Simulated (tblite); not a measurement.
Compound: C7H12.
Atom-mapped SMILES: `[CH3:1][C@H:2]1[C@@H:3]2[CH2:4][CH2:5][C@H:6]1[CH2:7]2` (hydrogens: H8, H9, H10 on C1; H11 on C2; H12 on C3; H13, H14 on C4; H15, H16 on C5; H17 on C6; H18, H19 on C7)

Computed with GFN2-xTB (tblite), gas phase: Langevin dynamics at 600 K from the optimised GFN2-xTB geometry, time step 0.5 fs, friction 0.01 fs⁻¹, 2000 steps.

Start geometry:
```
atom  x, y, z in Å
C1      2.225   -0.022   -0.179
C2      0.757    0.241   -0.457
C3     -0.210   -0.957   -0.362
C4     -1.524   -0.313   -0.810
C5     -1.444    0.995    0.013
C6     -0.106    0.755    0.714
C7     -0.259   -0.709    1.153
H8      2.375   -0.598    0.729
H9      2.759    0.921   -0.074
H10     2.668   -0.573   -1.007
H11     0.675    0.825   -1.378
H12     0.039   -1.929   -0.779
H13    -2.389   -0.920   -0.546
H14    -1.546   -0.130   -1.884
H15    -2.267    1.093    0.720
H16    -1.425    1.884   -0.618
H17     0.249    1.526    1.392
H18     0.593   -1.103    1.697
H19    -1.179   -0.978    1.669
```

The statistics below take the 31 frames saved every 25 fs from 250 to 1000 fs; their kinetic temperature (all 3N coordinates) averages 584 K.

Task: How do the bond lengths spread?

Result: 
| bond | start (Å) | mean (Å) | standard deviation (Å) | shortest (Å) | longest (Å) |
| --- | --- | --- | --- | --- | --- |
| C1–C2 | 1.517 | 1.513 | 0.055 | 1.426 | 1.645 |
| C2–C3 | 1.543 | 1.568 | 0.039 | 1.497 | 1.643 |
| C3–C4 | 1.530 | 1.525 | 0.041 | 1.440 | 1.613 |
| C4–C5 | 1.548 | 1.550 | 0.050 | 1.474 | 1.670 |
| C5–C6 | 1.530 | 1.533 | 0.039 | 1.456 | 1.623 |
| C6–C7 | 1.536 | 1.544 | 0.034 | 1.461 | 1.608 |
| C2–C6 | 1.543 | 1.569 | 0.041 | 1.460 | 1.626 |
| C3–C7 | 1.536 | 1.531 | 0.048 | 1.436 | 1.622 |
| C1–H8 | 1.086 | 1.090 | 0.051 | 0.995 | 1.195 |
| C1–H9 | 1.089 | 1.103 | 0.040 | 1.029 | 1.184 |
| C1–H10 | 1.089 | 1.094 | 0.033 | 1.024 | 1.156 |
| C2–H11 | 1.093 | 1.104 | 0.051 | 0.994 | 1.183 |
| C3–H12 | 1.087 | 1.096 | 0.042 | 1.016 | 1.183 |
| C4–H13 | 1.090 | 1.101 | 0.056 | 1.005 | 1.227 |
| C4–H14 | 1.090 | 1.100 | 0.040 | 1.017 | 1.178 |
| C5–H15 | 1.090 | 1.099 | 0.031 | 1.047 | 1.163 |
| C5–H16 | 1.089 | 1.099 | 0.045 | 1.003 | 1.199 |
| C6–H17 | 1.087 | 1.093 | 0.041 | 1.005 | 1.188 |
| C7–H18 | 1.085 | 1.094 | 0.045 | 0.991 | 1.202 |
| C7–H19 | 1.089 | 1.098 | 0.033 | 1.026 | 1.180 |

Task: Give the same statistics for bond angles, one of each kind among heavy atoms.

Result: 
```
   angle  start (°)  mean (°)  standard deviation (°)  smallest (°)  largest (°)
C1–C2–C3      117.4     118.2                     5.7         105.9        132.0
C3–C2–C6       82.0      80.7                     2.1          77.4         85.7
C2–C3–C4      101.2     101.5                     3.7          92.9        109.3
C2–C3–C7       87.4      87.4                     2.2          81.8         91.4
C4–C3–C7      101.2     102.2                     3.8          90.4        109.1
C3–C4–C5       99.0      99.1                     3.5          92.6        106.3
C3–C7–C6       82.5      82.7                     1.7          78.8         86.0
```

Task: How far does each atom move about its mean position (frames aligned on the start, all atoms weighted alike), and what rms force does it feel?

Result: 
```
atom  rms displacement (Å)  rms force (eV/Å)
  C1                  0.10              2.82
  C2                  0.10              3.09
  C3                  0.09              2.85
  C4                  0.10              3.07
  C5                  0.09              2.36
  C6                  0.10              2.38
  C7                  0.10              2.62
  H8                  0.34              1.76
  H9                  0.33              1.36
 H10                  0.34              1.29
 H11                  0.18              1.70
 H12                  0.17              1.40
 H13                  0.18              1.74
 H14                  0.21              1.34
 H15                  0.18              1.13
 H16                  0.20              1.57
 H17                  0.20              1.40
 H18                  0.17              1.58
 H19                  0.20              1.20
```

The displacements run from 0.09 to 0.34 Å.

Task: How widely does the potential energy scatter, against a harmonic estimate?

Result: Mean 1.31 eV above the start, standard deviation 0.206 eV, range 0.86 to 1.72 eV. For 51 classical harmonic modes at 600 K the canonical values are 51kT/2 = 1.32 eV and kT·√(51/2) = 0.261 eV.

The run is classical and short, so these are rough statistics of one trajectory.

What follows is the cost of the whole dynamics run. Time: 11 s wall; peak memory 0.18 GiB. Hardware: one thread, Intel Xeon Platinum 8488C (x86_64), shared host with 192 logical CPUs at a one-minute load of 83.
